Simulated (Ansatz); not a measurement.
Mulliken charges of CH6GeTe, SMILES `C[Te][GeH3]` from B3LYP/def2-TZVPP in Ansatz (PBE0-D4/def2-TZVP geometry).

```
atom   x (Å)   y (Å)   z (Å)  charge (e)
  C1  -0.794   1.190  -0.989      -0.476
 Te2   1.269   0.615  -0.807      -0.040
 Ge3   0.808  -1.166   0.954       0.098
  H4  -1.384   0.341  -1.326       0.147
  H5  -0.831   1.983  -1.733       0.139
  H6  -1.158   1.562  -0.034       0.147
  H7   2.156  -1.804   1.319       0.000
  H8  -0.147  -2.236   0.397      -0.008
  H9   0.170  -0.532   2.203      -0.008
```

By hand: the dipole of these point charges (1 e Å = 4.8032 D).

Σ q r = (-0.083, -0.128, 0.135) e Å, of length 0.204 e Å = 0.98 D.

How does the dipole of the full density compare? (Estimate.)

Computed: (-0.220, 0.021, 0.019) e Å, 1.07 D; the point charges give 0.92 times that, at 66° from its direction.

Point charges leave out the atoms' own dipoles, such as those of lone pairs, and Mulliken's split depends on the basis, so the two needn't agree.

B3LYP here is the variant with VWN-RPA as its local correlation; programs differ in this.
